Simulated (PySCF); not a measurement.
## Telling isomers of C7H7O3P apart by NMR

- geometry from GFN2-xTB
- shieldings: GIAO PBE0/pcSseg-1
- code: PySCF 2.14.0 with density-fitted response routines
- non-relativistic, rapidly exchanging positions averaged, a single conformation, gas phase

References, each an isolated molecule treated in the same way: ¹H (σ = 31.72 ppm), ¹³C (σ = 186.93 ppm) against TMS. Splittings of carbon signals by F and P are missing where no couplings were computed. Where no couplings were computed, multiplicities follow the n + 1 count of equivalent neighbours, and m marks all less simple cases (inequivalent or close neighbours, rings, F or P nearby). Shifts are as computed. Against solution values, carbons near 30 ppm lie about +3 ppm off and those near 130 ppm about +5 ppm (rms about the fit 2.1 ppm; single classes can miss by 10 ppm). Of 1328 compounds with measured shifts, 309 miss one by over three times the rms of a fit or turn the order of signals round; such compounds aren't used in these exercises. Signals without a measured value on file couldn't be tested in this way; 1H shifts scatter by 0.2 ppm about their fit, and single ones miss by 0.5 ppm. OH and NH positions are gas-phase values without hydrogen bonding to other molecules.

(1) Tabulate the signals of `C=Cc1pcoc1C(=O)OC`, `CC#C[P@](=O)(O)c1ccco1` and their relative energies.

(2) What is the quickest way to tell C=Cc1pcoc1C(=O)OC from CC#C[P@](=O)(O)c1ccco1?

Answers

(1) 
```json
{"SMILES": "C=Cc1pcoc1C(=O)OC", "carbon types": "3×C 2×CH 1×CH2 1×CH3", "δC": "192.0, 166.0, 164.1, 150.7, 138.8, 128.7, 53.5", "δH": "8.84 (m, 1H), 8.65 (m, 1H), 6.75 (m, 1H), 5.88 (m, 1H), 4.09 (s, 3H)", "E rel. (kcal/mol)": "0.0"}
{"SMILES": "CC#C[P@](=O)(O)c1ccco1", "carbon types": "3×C 3×CH 1×CH3", "δC": "155.0, 152.2, 126.3, 117.1, 106.2, 81.5, 5.2", "δH": "7.71 (m, 1H), 7.35 (m, 1H), 6.71 (m, 1H), 2.89 (br s, 1H), 2.12 (s, 3H)", "E rel. (kcal/mol)": "1.9"}
```

Energies are electronic energies at PBE0/pcSseg-1 on these geometries, without zero-point or thermal terms, each for the one conformer computed, which needn't be the lowest.

(2) Both give the same number of carbon signals, but DEPT or the intensities differ. The first has a terminal =CH2 carbon at 128.7 ppm, the second an alkyne carbon (C) at 81.5 ppm. Their most deshielded carbons lie at 192.0 and 155.0 ppm. In the proton spectra the most deshielded non-exchanging signals are 8.84 (m, 1H) and 7.71 (m, 1H).
